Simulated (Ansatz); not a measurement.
Predict a relaxed structure of Fe2S, charge 0, singlet, at B3LYP-D4/def2-TZVP (Ansatz).


```csv
atom,x (Å),y (Å),z (Å)
Fe1,0.494,0.352,-1.108
Fe2,-0.669,0.768,0.748
S3,0.175,-1.120,0.360
```
Point group C2v (tolerance 0.1 Å). This is one stationary point.

The restricted singlet is unstable towards broken spin symmetry at other levels; at B3LYP-D4/def2-TZVP this wasn't settled. The relaxation made no stability test and no search for a lower SCF solution. At B3LYP-D4/def2-TZVP a triplet of charge 0 lies 3.65 eV below the restricted singlet, each at its own geometry. The structure comes from a short search, and lower isomers may exist.
